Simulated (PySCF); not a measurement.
C₄H₈OSi, SMILES C/C=C1/OC[SiH2]1.

Coordinates come from a ωB97X-D3(BJ)/def2-SVP optimisation. The structure was generated by enumeration; whether it is a known compound was not checked.

Two levels are set side by side: PBE/def2-TZVP (PySCF) and ωB97X/def2-TZVP (PySCF). Same geometry, gas phase. Differences are taken from unrounded values.

| quantity | ωB97X | PBE | PBE minus ωB97X |
|---|---|---|---|
| orbital gap (eV) | 10.31 | 4.07 | -6.24 |
| highest occupied level (eV) | -8.49 | -5.07 | 3.43 |
| lowest empty level (eV) | 1.82 | -1.00 | -2.82 |
| dipole moment (D) | 1.59 | 1.27 | -0.32 |
| mean polarisability (bohr³) | 77.9 | 81.7 | 3.8 |

PBE's occupied levels lie high since its potential decays too fast outside the molecule; exact exchange lowers them and widens the gap. Loosely held outer electrons make PBE densities more polarisable. Differences between two approximate levels are no errors against the true value.

Rough cost on one machine, each run with all the roots and properties that it gave: ωB97X against PBE within a factor of 2.
